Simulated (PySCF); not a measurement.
C4H7BO2Si.
Geometry (PBE0-D3(BJ)/def2-SVP, Å), atoms numbered from 1 in this order:
```xyz
15
C4H7BO2Si angstrom
O      2.5978    0.9874    0.8595
B      1.8897    0.0280    0.1887
O      2.5822   -0.9960   -0.3807
C      0.3387    0.0287    0.0417
C     -0.4876    1.0697    0.3178
C     -1.9380    0.8915    0.1052
C     -2.3359   -0.3127   -0.3602
Si    -0.7824   -1.3458   -0.5745
H      2.0352    1.6456    1.2761
H      3.5298   -0.9098   -0.2282
H     -0.1312    2.0447    0.6823
H     -2.6251    1.7167    0.3246
H     -3.3862   -0.5446   -0.5487
H     -0.7692   -2.5721    0.2808
H     -0.5336   -1.7483   -1.9918
```

The closed-shell ground state was solved at several levels (PySCF, density fitting, gas phase, non-relativistic).

```
              level  basis functions  HOMO (eV)  LUMO (eV)  gap (eV)  dipole (D)
      PBE0/pcSseg-1              178      -6.98      -1.93      5.05        1.82
CAM-B3LYP/def2-SVPD              226      -8.22      -0.84      7.38        1.90
```

Task: Estimate the row for PBE/pcSseg-1, a basis of 178 functions; the other rows only guide the guess.

Result: HOMO -5.95 eV, LUMO -2.77 eV, gap 3.18 eV, dipole 1.68 D.

Task: Over all these levels, which gives the widest orbital gap and which the narrowest?

Result: CAM-B3LYP/def2-SVPD (range-separated hybrid) has the widest, 7.38 eV, and PBE/pcSseg-1 (GGA) the narrowest, 3.18 eV. Functional and basis both differ between the two, so the spread mixes both effects.

Task: How far do the dipole and the HOMO energy spread over the levels?

Result: The dipole runs from 1.68 to 1.90 D (mean 1.80 D) and the HOMO from -8.22 to -5.95 eV.

One conformer stands for the species.
